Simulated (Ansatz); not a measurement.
`CO[SiH2]N[SiH2]Cl` + `C[B](C)[AlH2]` → `C[SiH2]N[SiH2]Cl` + `CO[B](C)[AlH2]`  (redistribution)

Gas-phase electronic energies from Ansatz, PBE0-D4/def2-TZVP geometries. CCSD(T)/CBS adds triple-zeta CCSD(T) − MP2 to the extrapolated MP2 energy (def2 sets, frozen cores). Functionals use def2-TZVPP. One conformer a species, not always the lowest.

CCSD(T)/CBS gives -0.33 eV.

Task: Another level gave -0.36 eV. Which?
A. HF/def2-TZVPP
B. PBE/def2-TZVPP
C. B2PLYP/def2-TZVPP
D. PBE0/def2-TZVPP

Result: C. B2PLYP -0.36, HF/def2-TZVPP -0.23, PBE0 -0.40, PBE -0.45 eV.

Largest T1 diagnostic among the species: 0.013.

In def2-TZVPP, CCSD(T) changes the Hartree–Fock value by −0.12 eV (the triples alone add −0.03 eV) and MP2 by −0.10 eV. From PBE to PBE0 (25 % exact exchange), in def2-TZVPP and without D4, ΔE moves by +0.05 eV.
